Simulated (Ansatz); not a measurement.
Reaction (cleavage of the Si–Sn bond): `C[SiH](Cl)[SnH3]` + HCl → `C[SiH](Cl)Cl` + `[SnH4]`

Calculated with Ansatz (gas phase, PBE0-D4/def2-TZVP geometries, no zero-point term in ΔE). CCSD(T)/CBS adds triple-zeta CCSD(T) − MP2 to the extrapolated MP2 energy (def2 sets, frozen cores). This one scheme is used for every species. Functionals use def2-TZVPP. HSE06 is defined as in plane-wave codes. Elements past krypton have def2 core potentials. For Sn outer-core shells are correlated without core-valence functions, which leaves a few kJ/mol of doubt a bond.

```csv
level,ΔE (kJ/mol),difference from CCSD(T)/CBS
LDA (SPW92),-76.2,0.5
revPBE-D4,-73.9,2.8
PBE0-D4,-76.3,0.4
r2SCAN0-D4,-85.1,-8.4
ωB97M-V,-87.6,-10.9
PBE,-74.3,2.4
revPBE,-73.8,2.9
r2SCAN0,-86.2,-9.5
HSE06,-78.6,-1.9
LC-ωPBE,-84.9,-8.2
MP2/def2-SVP,-85.7,-9.0
CCSD/def2-SVP,-81.5,-4.8
CCSD(T)/def2-SVP,-80.2,-3.5
HF/def2-TZVPP,-99.0,-22.3
MP2/def2-QZVPP,-81.8,-5.1
HF/CBS(def2),-99.3,-22.6
CCSD(T)/CBS,-76.7,0
```

Q: What do rigid-rotor, harmonic-oscillator terms from PBE0-D4/def2-TZVP frequencies (298.15 K, 1 bar) make of the CCSD(T)/CBS value? (An estimate is asked.)

A: The calculation gave: ΔZPE = +1.6 kJ/mol, ΔH = -78.7 kJ/mol, ΔS = -17 J/(mol·K), ΔG = -73.6 kJ/mol.

Largest T1 diagnostic among the species: 0.013.

Leaving LDA and LC-ωPBE aside and taking each functional with its dispersion term where it has one, the values, not all of them listed here, spread over 24.1 kJ/mol, from B97M-V to PBE-D4. The D4 term adds +3.6 kJ/mol with B3LYP and +2.4 kJ/mol with PBE0; it sums over pairs of atoms, weighted by their polarisabilities, and B3LYP, whose exchange is more repulsive, gets the larger term. From PBE to PBE0 (25 % exact exchange), in def2-TZVPP and without D4, ΔE moves by −4.4 kJ/mol.

B3LYP here is the variant with VWN-RPA as its local correlation; programs differ in this.
